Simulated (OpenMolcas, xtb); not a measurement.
CH2NSn (SMILES N#[C][SnH2]): methods side by side

CH2NSn: 5 atoms, total charge 0, spin state doublet. As SMILES, `N#[C][SnH2]`. Geometry: relaxed at PBE0-D4/def2-TZVP.

Each level gives the dipole moment (D). The values are calculated.

```tsv
level	kind	program	value (D)
GFN2-xTB	semi-empirical	xtb	3.43
UHF/def2-SVPD (core potential)	Hartree–Fock	OpenMolcas	4.55
USVWN5/def2-SVPD (core potential)	LDA	OpenMolcas	4.27
U-revPBE/def2-SVPD (core potential)	GGA	OpenMolcas	4.11
U-r2SCAN/def2-SVPD (core potential)	meta-GGA	OpenMolcas	4.29
UBHLYP/def2-SVPD (core potential)	global hybrid	OpenMolcas	4.47
UM06-2X/def2-SVPD (core potential)	hybrid meta-GGA	OpenMolcas	4.38
UPBE0/def2-SVPD (core potential)	global hybrid	OpenMolcas	4.31
```

The values span 3.43 to 4.55 D.
